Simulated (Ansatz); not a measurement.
Stepwise reaction of `[InH3]` with water, as a gas-phase model of exchange steps in deposition or etching. ΔE in kJ/mol; ΔG adds harmonic PBE0-D4 terms to CCSD(T)/CBS, at 1 bar.

Calculated with Ansatz (gas phase, PBE0-D4/def2-TZVP geometries, no zero-point term in ΔE). CCSD(T)/CBS adds triple-zeta CCSD(T) − MP2 to the extrapolated MP2 energy (def2 sets, frozen cores). This one scheme is used for every species. Functionals use def2-TZVPP. B3LYP here is the variant with VWN-RPA as its local correlation; programs differ in this. Elements past krypton have def2 core potentials. For In outer-core shells are correlated without core-valence functions, which leaves a few kJ/mol of doubt a bond. Each species was taken in one conformer, which may not be the lowest.

```json
{"step": "1", "reaction": "`[InH3]` + H₂O → `[OH][InH2]` + H₂", "PBE-D4": "-26.2", "B3LYP-D4": "-23.6", "ωB97M-V": "-18.5", "CCSD(T)/CBS": "-27.4", "ΔG(500 K)": "-30.1"}
{"step": "2", "reaction": "`[OH][InH2]` + H₂O → `[OH][InH][OH]` + H₂", "PBE-D4": "-13.8", "B3LYP-D4": "-12.7", "ωB97M-V": "-9.5", "CCSD(T)/CBS": "-16.9", "ΔG(500 K)": "-14.0"}
{"step": "3", "reaction": "`[OH][InH][OH]` + H₂O → `[OH][In]([OH])[OH]` + H₂", "PBE-D4": "5.1", "B3LYP-D4": "6.2", "ωB97M-V": "9.6", "CCSD(T)/CBS": "3.1", "ΔG(500 K)": "8.9"}
```

(1) By hand: ΔE of the 3 steps together at CCSD(T)/CBS.

Answers

(1) (-27.4) + (-16.9) + (3.1) = -41.2 kJ/mol, or -13.7 kJ/mol a step.

In ΔE each step is higher than the one before. ΔG lies between -30.1 and 8.9 kJ/mol a step. PBE-D4 differs from CCSD(T)/CBS by 1.2 to 3.1 kJ/mol a step. Isolated molecules leave out the surface, adducts and barriers. Largest T1 diagnostic: 0.017.
